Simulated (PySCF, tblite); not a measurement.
Isomers of C2H8F2Si2. Computed values, GFN2-xTB/tblite, gas phase, harmonic and unscaled. This tight-binding method is rough: wavenumbers can miss measured ones by several per cent, in bad cases by 10 to 20. Modes of hydrogen on silicon can be 10 to 20 % off. One conformer each.

Electronic energies: PBE0/pcSseg-1 single points on the GFN2-xTB geometries (PySCF, gas phase).

```json
{"SMILES": "C[Si@@H](F)C[SiH2]F", "electronic energy, lowest = 0 (kJ/mol)": "0.0"}
{"SMILES": "F[SiH2]C[C@H](F)[SiH3]", "electronic energy, lowest = 0 (kJ/mol)": "276.3"}
{"SMILES": "C[Si@H](F)[SiH2]CF", "electronic energy, lowest = 0 (kJ/mol)": "241.8"}
```

Problem. How do GFN2-xTB zero-point energies change the relative energies?

Solution. 
```csv
SMILES,ZPE (kJ/mol),of it from modes above 1550 cm⁻¹,electronic (kJ/mol),"with ZPE, lowest = 0 (kJ/mol)",lowest mode (cm⁻¹),rings
C[Si@@H](F)C[SiH2]F,246.0,131.7,0.0,0.0,32,0
C[Si@H](F)[SiH2]CF,243.8,129.7,241.8,239.7,18,0
F[SiH2]C[C@H](F)[SiH3],235.0,122.3,276.3,265.3,38,0
```

The zero-point energies span 11.0 kJ/mol, from `F[SiH2]C[C@H](F)[SiH3]` to `C[Si@@H](F)C[SiH2]F`. The order is unchanged.

Problem. And how do the electronic energies of GFN2-xTB itself compare?

Solution. `C[Si@@H](F)C[SiH2]F` 0.0; `C[Si@H](F)[SiH2]CF` 212.9; `F[SiH2]C[C@H](F)[SiH3]` 164.6 kJ/mol, lowest = 0. Against the energies above, taken from the same isomer `C[Si@@H](F)C[SiH2]F`, the largest difference is 111.7 kJ/mol.
